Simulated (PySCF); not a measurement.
SMILES [SiH3]O[SiH2][O][Ge]([CH3])([CH3])[CH3] (C3H14GeO2Si2) at its GFN2-xTB optimised geometry (Å):

```
22

Si    -0.6616    -1.6001     0.0000
O     -1.1965    -0.0837     0.0000
Si    -1.3181     1.4073     0.6384
O     -0.2711     1.6801     1.8206
Ge     1.3185     1.3287     2.5398
C      1.1069    -0.3980     3.5038
C      2.6188     1.2724     1.0351
C      1.5986     2.8766     3.7566
H     -1.1525    -2.2960     1.1928
H      0.8079    -1.6001     0.0000
H     -1.1974    -2.1672    -1.2340
H     -2.6365     1.4945     1.2528
H     -1.0472     2.2960    -0.4870
H      0.2956    -0.3252     4.2228
H      2.0199    -0.6486     4.0369
H      0.8788    -1.1980     2.8059
H      2.6365     2.2286     0.5192
H      2.3371     0.5032     0.3224
H      3.6187     1.0587     1.4017
H      2.5447     2.7835     4.2820
H      0.7993     2.9296     4.4901
H      1.6061     3.8052     3.1928
```

Method: PBE0/def2-SVP run with PySCF 2.14.0. Cells within 0.4 Å of a nucleus heavier than hydrogen are left out (blank, or x).

Map of the HOMO amplitude (bohr^(-3/2)) on the plane z = 0.6 Å; orbital energy -7.72 eV, overall sign arbitrary:

```
|5555555555555555555555555555555|
|5555555555555555555555555555555|
|5555555555555555555555555555555|
|5555555555555555555555555555555|
|5555555555555555555555555555555|
|5555555555566555555555555555555|
|5555555555666655555555544455555|
|5555444445666654455555444445555|
|5554443334677654445555433444555|
|5554432223566543345565432344455|
|55544321024x5543345566421234445|
|5554432001xxx443445666400133445|
|5554432112455444455666410233445|
|5554443333455444455566432334445|
|5555444445676544555555544444455|
|5555555556897555555555544444555|
|5555555567998655555555555555555|
|5555555566787655555555555555555|
|5555555556666555566555555555555|
|5555555555555555666655555555555|
|5555555555444455666655555555555|
|5555555554433345666655555555555|
|5555555554433345555555555555555|
|5555555554433345555555555555555|
|5555555554444445555555555555555|
|5555555555444455555555555555555|
|5555555555555555555555555555555|
|5555555555555555555555555555555|
|5555555555555555555555555555555|
|5555555555555555555555555555555|
|5555555555555555555555555555555|
```
Scale: ten equal steps from -0.087 (start of '0') to 0.074 (end of '9'), in the order '0123456789'; x runs from -5.00 to 5.00, y from -5.00 (bottom) to 5.00 (top).
